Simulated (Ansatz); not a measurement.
`C[O][Ga]([F])[Cl]` + H–F → `[F][Ga]([F])[Cl]` + CH₃OH at 298.15 K and 1 bar (ligand exchange at a Ga–O bond).

Program: Ansatz. Geometries: PBE0-D4/def2-TZVP. ΔE: electronic, gas phase. CCSD(T)/CBS is the MP2 limit (def2-TZVPP, def2-QZVPP) plus CCSD(T) − MP2 in def2-TZVPP, frozen cores. This one scheme is used for every species. For Ga outer-core shells are correlated without core-valence functions, which leaves a few kJ/mol of doubt a bond. Scalar relativity is left out up to krypton. One conformer a species, not always the lowest.

| species | CCSD(T)/CBS energy (Eh) | H − E (kJ/mol) | S (J/(mol·K)) |
| --- | --- | --- | --- |
| `C[O][Ga]([F])[Cl]` | -2598.65197 | 140.7 | 369.9 |
| H–F | -100.39570 | 33.5 | 173.6 |
| `[F][Ga]([F])[Cl]` | -2583.43598 | 30.3 | 312.8 |
| CH₃OH | -115.61712 | 146.3 | 238.2 |

H − E and S are ideal-gas, rigid-rotor, harmonic terms from PBE0-D4/def2-TZVP, for one conformer and one mirror image of each species. 1 Eh = 2625.50 kJ/mol, R = 8.31446 J/(mol·K).

Problem. By hand: ΔE, ΔH, ΔS and ΔG.

Solution. ΔE = (-2583.43598) + (-115.61712) − (-2598.65197) − (-100.39570) = -0.00543 Eh = -14.3 kJ/mol. Δ(H − E) = 30.3 + 146.3 − 140.7 − 33.5 = 2.4, so ΔH = -11.9 kJ/mol. ΔS = 312.8 + 238.2 − 369.9 − 173.6 = 7.5 J/(mol·K). ΔG = -11.9 − 298.15 × (7.5)/1000 = -14.1 kJ/mol.

Problem. By hand: the equilibrium constant, and the temperature at which ΔG would vanish if ΔH and ΔS stayed fixed.

Solution. log₁₀ K = −ΔG/(RT ln 10) = 2.5. ΔH and −TΔS have one sign here, so there is no such temperature.

The number of gas molecules stays the same, so ΔS is small and ΔH decides. A doubt of 5 kJ/mol in ΔE shifts log₁₀ K by 0.9 here. Other conformers and mirror images would add mixing entropy, several J/(mol·K) or more a flexible species. These are equilibria of isolated gas molecules and say nothing of rates. Largest T1 diagnostic: 0.014 (customary marks: 0.02 for closed shells, 0.045 for open ones).

ΔS is within the doubt of such terms, so its sign, and with it that verdict, could turn.
